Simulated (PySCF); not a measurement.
A structure optimised at B3LYP-D3(BJ)/def2-TZVP, used in a PySCF frequency run:

```xyz
3

Zn     0.0000     0.0000    -0.8395
F      0.0000     0.0000    -2.5918
Br     0.0000     0.0000     1.3861
```
Charge 0, spin multiplicity 1.

Problem. Write its SMILES, formula and point group.

Solution. [F][Zn][Br], BrFZn, C∞v

Problem. What are its rotational constants (standard atomic weights)?

Solution. 1.5458 GHz (linear rotor, B only)
